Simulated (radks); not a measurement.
Polarisability of neutral titanium, [Ar] 3d2 4s2, at imaginary frequency. Calculated with a radial shooting solver on a logarithmic mesh with Libxc functionals: scalar-relativistic Kohn-Sham, PBE, spin-unpolarised, spherical densities, finite nucleus; Fermi nuclear charge, rms radius 3.5921 fm. Response by self-consistent Sternheimer equations with the Hartree and adiabatic LDA kernel, the relativistic mass of each level held fixed and spin-orbit coupling left out.

| w (hartree) | alpha1(iw) (bohr^3) |
|---|---|
| 0.00266 | 96.77 |
| 0.0143 | 95.90 |
| 0.0360 | 91.36 |
| 0.0697 | 79.34 |
| 0.118 | 59.95 |
| 0.186 | 39.58 |
| 0.280 | 24.03 |
| 0.413 | 14.13 |
| 0.605 | 8.289 |
| 0.892 | 4.863 |
| 1.35 | 2.786 |
| 2.12 | 1.466 |
| 3.59 | 0.6477 |
| 6.94 | 0.2155 |
| 17.5 | 0.04450 |

Static values: alpha1 = 96.80 bohr^3 (14.34 angstrom^3; uncoupled 187.4). C6 = 1104, triple-dipole C9 = 77550 atomic units. One-pole (London) frequency 4 C6 / (3 alpha1^2) = 0.157 hartree, against 0.157 for minus the highest occupied eigenvalue. Recommended static value: 87 bohr^3 (Schwerdtfeger and Nagle, 2023 table).

Beside tabulated values, note that spin-unpolarised runs miss the spin-polarisation part of the exchange energy of open shells.
